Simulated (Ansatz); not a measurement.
A made-up structure of GeH$_{2}$ClO (charge +1), singlet:

```
5
angstrom
O -0.9225 0.4252 -0.3731
Ge 0.3463 0.2164 0.1344
Cl 0.9692 -1.8145 0.4127
H -1.3461 -0.4207 -0.5290
H 0.9531 1.5936 0.3550
```

It is relaxed with PBE-D4/def2-SVP and then PBE0-D4/def2-TZVP (Ansatz 0.2.0). Atoms count as bonded within 1.22 times the sum of their covalent radii (H–H: 0.88 Å). The end point is not checked to be a true minimum.

Does its bonding change? (Judge from chemistry; the calculation decides.)

The calculation gives: No: no bond forms or breaks.

Where it ends: The first stage lowers the energy by 4.12 eV in 6 steps. It ends as GeH₂ClO ([OH][GeH][Cl]), total charge +1:
O1  (-1.137, 0.383, -0.458)
Ge2  (0.428, 0.205, 0.167)
Cl3  (1.188, -1.669, 0.497)
H4  (-1.664, -0.406, -0.655)
H5  (1.184, 1.487, 0.449)
(Å)

Labels in which every atom is bracketed show which atoms are joined, not bond orders.

For scale, one of the runs: PBE0-D4/def2-TZVP relaxation, 128 basis functions, launched by `ansatz run in.yaml --threads 2 --pin off --events-out ev --progress --plain --max-ram 4352MiB`. Hardware: 2 CPU threads of an Arm Neoverse V2, shared host. Wall time about 19 s.
